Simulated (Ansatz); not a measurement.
# Worked example: SiH2(SiH3)Br + LiF → SiH2(SiH3)F + LiBr

Species: SiH2(SiH3)Br, singlet; LiF, singlet; SiH2(SiH3)F, singlet; LiBr, singlet. The partners trade Br for F: Si–Br and Li–F bonds give way to Si–F and Li–Br.

Shapes, held fixed at every level: PBE0-D4/def2-TZVP. Programs: Ansatz 0.2.0. The zero-point and thermal change to 298 K, harmonic and unscaled (PBE0-D4/def2-TZVP), is +1.1 kJ/mol.

At CCSD(T)/def2-TZVPP; 1 Eh = 2625.50 kJ/mol:

| species | energy (Eh) |
| --- | --- |
| SiH2(SiH3)Br | -3153.851061 |
| LiF | -107.300812 |
| SiH2(SiH3)F | -680.898264 |
| LiBr | -2580.285217 |

Problem. Work out ΔH(298 K) of the reaction at this level.

Solution. 
1. Products less reactants: (-680.898264) + (-2580.285217) − [(-3153.851061) + (-107.300812)] = -0.031608 Eh = -83.0 kJ/mol.
2. With the thermal change: -83.0 + (+1.1) = -81.9 kJ/mol.

Other levels give -118.0 (HF/def2-TZVPP) to -66.7 kJ/mol (SPW92/def2-TZVPP). No measured value is set beside it here. Relativity is left out for Br. Outer-core shells of Br, Li are correlated in most correlated rows, in sets that cover them unevenly.
